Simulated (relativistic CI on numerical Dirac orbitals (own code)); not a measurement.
**Forbidden lines of Hf⁵⁸⁺**

Computed by Dirac-Coulomb-Breit CI, separate exchange-only KLI orbitals for each configuration, QED by a radiative potential, unscaled Slater integrals (own radial code, finite nucleus).

CI space (outside the closed core [Ne]): 3s2.3p2, 3s2.3p.3d, 3s.3p3, 3s2.3d2, 3p4, 3s.3p2.3d, 3p2.3d2, 3s.3p.3d2, 3p3.3d, 3s2.3d.4s, 3s2.3d.4p, 3s.3p.3d.4s, 3p3.4s, 3s2.3p.4s, 3s.3p.3d.4p, 3p3.4p. Levels of other configurations are missing.

| λ vac (Å) | Lower | Upper | Type | A (s⁻¹) | log gf |
| --- | --- | --- | --- | --- | --- |
| 36.443 | 3s2.3p2 3P_1 [2] | 3s2.3p2 1S_0 [11] | M1 | 3.32e+08 | -4.18 |
| 38.718 | 3s2.3p2 3P_1 [2] | 3s2.3p2 3P_2 [10] | M1 | 1.45e+08 | -3.79 |
| 39.570 | 3s2.3p2 3P_0 [1] | 3s2.3p2 1D_2 [3] | E2 | 2.71e+06 | -5.50 |
| 39.872 | 3s2.3p2 1D_2 [3] | 3s2.3p2 3P_2 [10] | M1 | 1.41e+08 | -3.77 |
| 40.776 | 3s2.3p2 3P_0 [1] | 3s2.3p2 3P_1 [2] | M1 | 1.78e+08 | -3.88 |
| 41.755 | 3s2.3p.3d 3F°_3 [9] | 3s2.3p.3d 3F°_4 [26] | M1 | 1.39e+08 | -3.48 |

Terms are leading LS components. Brackets give the number of a level in order of energy, since labels repeat. The list gives strong lines, with weight on those to low levels, among the lowest 200 of 570 levels, so that lines to higher ones, which can be the strongest, are missing. Levels whose partners in the same complex of configurations lie outside the list can be far off, and so can their lines. Rates are taken at the computed energies, electric ones in the length gauge.

At this charge energies of transitions that change n are usually good to better than 1 %, and those within a shell (Δn = 0) to a few per cent.

LS names give the leading component of a level, which can be under half, so a name can repeat, a term be missing and a line seem to break the LS rules.
